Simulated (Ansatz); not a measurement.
A series at Sn: from `[F][Sn]([F])([F])[F]`, ligands are replaced one by one, each step taking up HCl and setting free H–F; n counts the steps. Ansatz, PBE0-D4/def2-TZVP geometries.

```json
{"n": "0", "molecule": "`[F][Sn]([F])([F])[F]`", "HOMO energy, ωB97M-V/def2-TZVPP (eV)": "-14.97"}
{"n": "1", "molecule": "`[F][Sn]([F])([F])[Cl]`", "HOMO energy, ωB97M-V/def2-TZVPP (eV)": "-12.96"}
{"n": "2", "molecule": "`[F][Sn]([F])([Cl])[Cl]`", "HOMO energy, ωB97M-V/def2-TZVPP (eV)": "-12.49"}
{"n": "3", "molecule": "`[F][Sn]([Cl])([Cl])[Cl]`", "HOMO energy, ωB97M-V/def2-TZVPP (eV)": "?"}
{"n": "4", "molecule": "`[Cl][Sn]([Cl])([Cl])[Cl]`", "HOMO energy, ωB97M-V/def2-TZVPP (eV)": "-12.05"}
```

Question: By hand: fit a straight line y = ȳ + b (n − n̄) to the 4 given rows and predict n = 3.

Answer: n̄ = 1.750, ȳ = -13.117; Σ(n − n̄)(y − ȳ) = 5.683, Σ(n − n̄)² = 8.750, so b = 0.649 eV a step. Prediction: -13.117 + (0.649) × (1.250) = -12.31 eV.

Question: By hand: compare with the computed value, -12.22 eV, and give the steps along the whole series.

Answer: The line misses by 0.09 eV (computed minus predicted). Steps: 2.01, 0.47, 0.27, 0.17 eV.

One step carries most of the change, so a line is a poor guide. The highest orbital can change its character along such a series. The miss is 3.1 % of the series' range.
